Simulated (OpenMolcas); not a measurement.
# Pd²⁺: input and output

Input:

```
&GATEWAY
Coord
1

Pd 0.0 0.0 0.0
Basis=ANO-RCC-VQZP
Group=XYZ
NoMove
AngMom=0.0 0.0 0.0
AMFI
&SEWARD
Relativistic=R04O02
&RASSCF
FileOrb=start.orb
Symmetry=1
Spin=3
nActEl=8 0 0
Inactive=9 9
Ras2=5 0
CIRoot=10 10 1
SDav=10
CIMx=300
Iter=120 100
PrWF=0.3
OrbListing=Nothing
MaxOrb=0
Atom
>>> COPY $Project.JobIph JOB001
&RASSCF
FileOrb=start.orb
Symmetry=1
Spin=1
nActEl=8 0 0
Inactive=9 9
Ras2=5 0
CIRoot=15 15 1
SDav=15
CIMx=300
Iter=120 100
PrWF=0.3
OrbListing=Nothing
MaxOrb=0
Atom
CIOnly
>>> COPY $Project.JobIph JOB002
&RASSI
NrOfJobIphs=2 10 14
1 2 3 4 5 6 7 8 9 10
1 2 3 4 5 6 7 8 9 10 11 12 13 14
IphNames
JOB001
JOB002
EJob
SpinOrbit
DIPRint=1.0
SOCoupling=1000.0
Subsets=2
MEES
Property=10
'ANGMOM' 1 'ANGMOM' 2 'ANGMOM' 3 'MLTPL  1' 1 'MLTPL  1' 2 'MLTPL  1' 3
'AMFI' 1 'AMFI' 2 'AMFI' 3 'MLTPL  2' 6
SOProperty=3
'ANGMOM' 1 'ANGMOM' 2 'ANGMOM' 3
```

Launched by
```bash
OMP_NUM_THREADS=1 MOLCAS_MEM=2252 MOLCAS_PROJECT=a pymolcas a.inp > a.log  # once for each step of the input, in one work folder
```

A driver script runs the steps one by one and writes start.orb anew before each from the orbitals found so far, so a CI-only block uses the converged orbitals of the first block.

Output, cut to the results:

```
--- SEWARD ---
Basis set label: PD.ANO-RCC...8S7P5D3F2G1H.

      Electronic valence basis set:
      ------------------
      Associated Effective Charge  46.000000 au
      Associated Actual Charge     46.000000 au
      Nuclear Model: Point charge

      Shell  nPrim  nBasis  Cartesian Spherical Contaminant
         s      21       8        X
         p      18       7        X
         d      13       5                 X
         f       6       3                 X
         g       4       2                 X
         h       2       1                 X
Relativistic=R04O02
                  Relativistic Douglas-Kroll-Hess integrals:
                    - DKH order of Hamiltonian: 4
                    - DKH order of Properties : 2
--- RASSCF ---
Wave function specifications:
      -----------------------------

      Number of closed shell electrons          36
      Number of electrons in active shells       8
      Max number of holes in RAS1 space          0
      Max nr of electrons in RAS3 space          0
      Number of inactive orbitals               18
      Number of active orbitals                  5
      Number of secondary orbitals              81
      Spin quantum number                      1.0
      State symmetry                             1
Orbital specifications:
      -----------------------

      Symmetry species                           1   2
                                                ag  au
      Frozen orbitals                            0   0
      Inactive orbitals                          9   9
      Active orbitals                            5   0
      RAS1 orbitals                              0   0
      RAS2 orbitals                              5   0
      RAS3 orbitals                              0   0
      Secondary orbitals                        37  44
      Deleted orbitals                           0   0
      Number of basis functions                 51  53
      Number of CSFs                            10
      Number of root(s) required                10
      Iter CI   SX   CI       RASSCF       Energy    max ROT     max BLB   max BLB  Level Ln srch  Step   QN
          iter iter root      energy       change     param      element    value   shift minimum  type update
 Nr of preliminary CI iterations:   1
      Total energies have been shifted. Add                -5000.00 au
        1   1   10    0   -41.66688045    0.00E+00   1.41E-01*  13  22 1  3.82E-01*  0.00   0.00    SX    NO
        2   1   11    0   -41.87015943   -2.03E-01*  3.07E-02    9  17 1 -1.79E-01*  0.00   0.00    SX    NO
        3   1   11    0   -41.89735248   -2.72E-02*  3.08E-02    8  14 2 -8.27E-02*  0.00   0.00    SX    NO
        4   1   10    0   -41.90535374   -8.00E-03*  1.80E-02    9  17 1 -5.64E-02*  0.00   0.00    SX    NO
        5   1   10    0   -41.90834294   -2.99E-03*  6.97E-03    9  17 1  3.49E-02*  0.00   0.61    QN   YES
        6   1    8    0   -41.91040442   -2.06E-03*  3.23E-04   12  21 1  1.19E-03*  0.00   1.04    QN   YES
        7   1    6    0   -41.91040733   -2.91E-06*  3.45E-06    9  17 1 -2.98E-05   0.00   1.00    QN   YES
        8   1    4    0   -41.91040733   -7.10E-10  -6.18E-07    9  17 1 -4.71E-06   0.00   1.16    QN   YES
      Convergence after  8 iterations
        9   1    4    0   -41.91040733   -4.55E-12  -6.18E-07    9  18 1  4.50E-07   0.00   1.16    QN   YES
      Natural orbitals and occupation numbers for root  1
      sym 1:   2.000000   1.213334   1.786666   1.213334   1.786666
      Natural orbitals and occupation numbers for root  2
      sym 1:   1.895538   2.000000   1.104462   1.895538   1.104462
      Natural orbitals and occupation numbers for root  3
      sym 1:   1.330377   1.669623   2.000000   1.330377   1.669623
::    RASSCF root number  1 Total energy:  -5041.92992569
::    RASSCF root number  2 Total energy:  -5041.92992569
::    RASSCF root number  3 Total energy:  -5041.92992569
::    RASSCF root number  4 Total energy:  -5041.92992569
::    RASSCF root number  5 Total energy:  -5041.92992569
::    RASSCF root number  6 Total energy:  -5041.92992569
::    RASSCF root number  7 Total energy:  -5041.92992569
::    RASSCF root number  8 Total energy:  -5041.86486449
::    RASSCF root number  9 Total energy:  -5041.86486449
::    RASSCF root number 10 Total energy:  -5041.86486449
--- RASSCF ---
Wave function specifications:
      -----------------------------

      Number of closed shell electrons          36
...
--- RASSI ---
SPIN-FREE ENERGIES:
  (Shifted by EMIN (a.u.) =      -5041.9299256871)

 SF State       Relative EMIN(au)   Rel lowest level(eV)    D:o, cm**(-1)      L_eff

     1             0.0000000000        0.0000000000              0.0000         3.0
     2             0.0000000000        0.0000000000              0.0000         3.0
     3             0.0000000000        0.0000000000              0.0000         3.0
     4             0.0000000000        0.0000000000              0.0000         3.0
     5             0.0000000000        0.0000000000              0.0000         3.0
     6             0.0000000000        0.0000000000              0.0000         3.0
     7             0.0000000000        0.0000000000              0.0000         3.0
    11             0.0563123786        1.5323378844          12359.1385         2.0
    12             0.0563123786        1.5323378844          12359.1385         2.0
    13             0.0563123786        1.5323378844          12359.1385         2.0
    14             0.0563123786        1.5323378844          12359.1385         2.0
    15             0.0563123786        1.5323378844          12359.1385         2.0
    10             0.0650612014        1.7704054804          14279.2832         1.0
     8             0.0650612014        1.7704054804          14279.2832         1.0
     9             0.0650612014        1.7704054804          14279.2832         1.0
    16             0.0866742726        2.3585271086          19022.8040         4.0
    17             0.0866742726        2.3585271086          19022.8040         4.0
    18             0.0866742726        2.3585271086          19022.8040         4.0
    19             0.0866742726        2.3585271086          19022.8040         4.0
    20             0.0866742726        2.3585271086          19022.8040         4.0
    21             0.0866742726        2.3585271086          19022.8040         4.0
...
```

Levels above the lowest, from the spin-orbit matrix, grouped by J:

```csv
Configuration,Term,J,E (cm-1),Measured (cm-1),g,Term weight %,Second
4d8,3F,4,0.0,0.0,1.249,100,
4d8,3F,3,3135,3230,1.084,100,
4d8,3F,2,4825,4687,0.687,94,6 1D
4d8,1D,2,13453,,1.198,53,43 3P
4d8,3P,1,17414,13470,1.501,100,
4d8,3P,2,17764,14634,1.282,57,41 1D
4d8,3P,0,18171,13699,,100,
4d8,1G,4,21508,17880,1.001,100,
```

Against the 6 measured excited levels shown (Moore, Atomic Energy Levels, vol. III, NSRDS-NBS 35 (1971 reprint of NBS Circular 467, 1958)) the mean absolute deviation is 2600 cm-1; the largest miss in energy is 4d8 3P0: computed 18171, measured 13699 cm-1 (+32.6 %).

Levels of configurations with an s electron are missing; early in the row they begin among the upper levels of the d shell and mix with terms of their name. Without dynamic correlation excited terms often stand tens of per cent too high (terms of higher spin than the ground term too low), and those without a measured partner can miss by more than the paired ones. Terms from blocks run as CI alone lack orbitals of their own. Measured partners are found by configuration, term and J. A level has none where our copy of the source lacks it or the pairing is in doubt (some pairs that miss far off the trend of their configuration count as doubtful), and it then counts in no deviation. Only configurations of the active space appear. The first state left out of the spin-orbit step lies near 48000 cm-1 above the lowest spin-free state of the reference (among the parities and spins computed), and the list stops at four fifths of that energy or lower.

The RASSCF and RASSI steps took 6.2 s on 1 thread of Arm Neoverse V1, on a shared host; the integral step is not counted.

The term weight is that of the spin-free term in the level, not the purity of its configuration.
